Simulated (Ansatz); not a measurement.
All values below come from Ansatz (a quantum-chemistry and plane-wave program) with frozen-core CCSD(T)/cc-pVQZ // B3LYP-D3(BJ)/def2-TZVP. The restricted HF reference is unstable towards unrestricted orbitals.

Ansatz 0.2 input:
```yaml
crystal:
  periodic: [false, false, false]
  atoms:
    - { symbol: Si, position_ang: [-1.664523, -0.166136, 0.075486] }
    - { symbol: C, position_ang: [-0.000518, 0.00019, -0.010712] }
    - { symbol: Si, position_ang: [1.664315, 0.166207, -0.079801] }
    - { symbol: H, position_ang: [-2.346116, -1.122114, 0.97058] }
    - { symbol: H, position_ang: [-2.611354, 0.624585, -0.735595] }
    - { symbol: H, position_ang: [2.527809, -0.599233, -1.000708] }
    - { symbol: H, position_ang: [2.430028, 1.096615, 0.773239] }
basis:
  gaussian: { orbitals: cc-pVQZ }
correlation:
  method: ccsd_t
```

Output:

```
Functional definition: HF
1714 factors; integrals over basis functions are off by at most 6.6e-4 eV
mean field evaluation 1: about -16811.7947 eV, gradient 3.9e1 eV
mean field evaluation 2: about -16811.8948 eV, gradient 3.9e1 eV
mean field evaluation 4: about -16816.1124 eV, gradient 4.1e0 eV
mean field evaluation 8: about -16816.1943 eV, gradient 2.0e-1 eV
mean field evaluation 16: about -16811.7902 eV, gradient 3.9e1 eV
mean field -16816.19470502 eV, -617.9837569833 hartree, gradient 2.0e-6 eV, S^2 0.000000; 0 other end points of the search recorded, 0 dependent functions left out; unrestricted orbitals would lower it
11 core orbitals not correlated
reference -16816.19470502 eV, -617.9837569833 hartree; 8, 8 occupied and 274, 274 virtual orbitals, 1714 factors
second order -11.50715663 eV of doubles, -0.00000000 eV of singles
cycle   1  -11.77331749 eV  change   -2.7e-1 eV  update   9.9e-2
cycle   2  -12.19733460 eV  change   -4.2e-1 eV  update   3.6e-2
cycle   3  -12.30460253 eV  change   -1.1e-1 eV  update   1.8e-2
cycle   4  -12.29748878 eV  change    7.1e-3 eV  update   6.1e-3
cycle   5  -12.29992518 eV  change   -2.4e-3 eV  update   3.4e-3
cycle   6  -12.30049054 eV  change   -5.7e-4 eV  update   1.1e-3
cycle   7  -12.30066387 eV  change   -1.7e-4 eV  update   4.3e-4
cycle   8  -12.30080772 eV  change   -1.4e-4 eV  update   1.2e-4
cycle   9  -12.30080509 eV  change    2.6e-6 eV  update   3.5e-5
cycle  10  -12.30077997 eV  change    2.5e-5 eV  update   1.3e-5
cycle  11  -12.30077759 eV  change    2.4e-6 eV  update   5.1e-6
perturbative correction -0.68554339 eV, -0.0251932549 hartree
Total energy: -16829.18102600 eV, -618.4609954770 hartree
```

Cost: very roughly 29 core-minutes.
